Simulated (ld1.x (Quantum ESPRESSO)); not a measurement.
What one change does to a pseudopotential (Hg, TM)

ld1.x (Quantum ESPRESSO) 7.5 input, shortened:

```
&input
   title='Hg', zed=80., rel=1, dft='PBE', iswitch=3,
   config='[Xe] 4f14 5d10 6s1 6p1'
 /
 &inputp
   pseudotype=2, tm=.true., lloc=1,
   nlcc=.false.
 /
3
6S  1  0   1.00   0.00  1.70  1.70  0.0
5D  3  2  10.00   0.00  1.30  1.30  0.0
6P  2  1   1.00   0.00  2.90  2.90  0.0
 &test
   configts(1)='5d10 6s1 6p1'
 /
```

Change: local potential the s channel.

Cutoffs: the cutoffs (Ry, on a coarse ladder) from which the occupation-weighted sum of valence levels, in a spherical-Bessel basis at the reference potential, stays within 10 and 1 mRy of its value at 400 Ry; they do not see the model core or the augmentation charge, which bear on the density cutoff. Errors are all-electron minus pseudo energies relative to the spin-unpolarised reference configuration.

Q: How do hardness, ghosts and transferability respond?

A: The potential gets neither clearly harder nor softer (70 Ry and 90 Ry → 70 Ry and 90 Ry); of the 7 tests that both files solve, the error grows in 4 and shrinks in 2 by more than 15 % and 0.3 meV (median size 3.0 → 4.8 meV); neither file shows a bound ghost.

| quantity | base | changed |
| --- | --- | --- |
| cutoff, loose | 70 Ry | 70 Ry |
| cutoff, tight | 90 Ry | 90 Ry |
| bound ghosts | none | none |
| error for 5d10 6s2 6p0, meV [ΔE -6.04 eV] | +3.0 | +4.8 |
| error for 5d10 6s1 6p0, meV [ΔE 4.65 eV] | -1.9 | -1.9 |
| error for 5d10 6s0 6p0, meV [ΔE 23.62 eV] | +4.6 | +12 |
| error for 5d10 6s0 6p2, meV [ΔE 6.54 eV] | -0.9 | +1.4 |
| error for 5d9 6s2 6p1, meV [ΔE 4.33 eV] | -83 | -51 |
| error for 5d10 6s0 6p1, meV [ΔE 12.06 eV] | +1.6 | +4.6 |
| error for 5d9 6s0 6p0, meV [ΔE 59.15 eV] | -150 | -12 |
| s: phases at 3.16 bohr within 0.05 rad from the reference energy up to (Ry; the scan ends near 5) | 1.2 | 1.2 |
| p: phases at 3.16 bohr within 0.05 rad from the reference energy up to (Ry; the scan ends near 5) | 2.4 | 2.6 |
| d: phases at 3.16 bohr within 0.05 rad from the reference energy up to (Ry; the scan ends near 5) | 0.4 | 0.8 |
